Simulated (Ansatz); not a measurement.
Spectroscopic constants of SiSe, closed-shell singlet (the spin of the measured ground state). No spin–orbit coupling. Se is treated without relativity.

Constants: fifth-degree fit in 1/R to seven points, most abundant isotopes. In def2 and cc sets the state is the lowest found near the PBE0 minimum, followed along R. The singlet is held restricted. HF and MP2 rows in def2 and cc sets belong to the determinant that coupled cluster picked by its CCSD energy.

Correlated levels freeze the inner cores; with def2 sets outer-core shells near the valence are correlated too.

The values were computed with Ansatz (a quantum-chemistry and plane-wave program). 

Energies at MP2/def2-QZVPP:

```
R (Å)        E (hartree)
--------  --------------
1.917239  -2689.50806855
1.968777  -2689.51575255
2.016193  -2689.51941204
2.069793  -2689.52035845
2.123393  -2689.51858228
2.185240  -2689.51388696
2.257394  -2689.50570839
```

Question: With a reduced mass of 20.7225 u, find the minimum, the force constant and the constants.

Answer: A fifth-degree polynomial in 1/R puts the minimum at r_e = 2.0597 Å with force constant 430 N/m. Then ω_e = (1/2πc)√(k/μ) = 593 cm⁻¹ and B_e = h/(8π²cμr_e²) = 0.1917 cm⁻¹; the cubic and quartic terms give α_e = 0.00072 and ω_e x_e = 1.5 cm⁻¹.
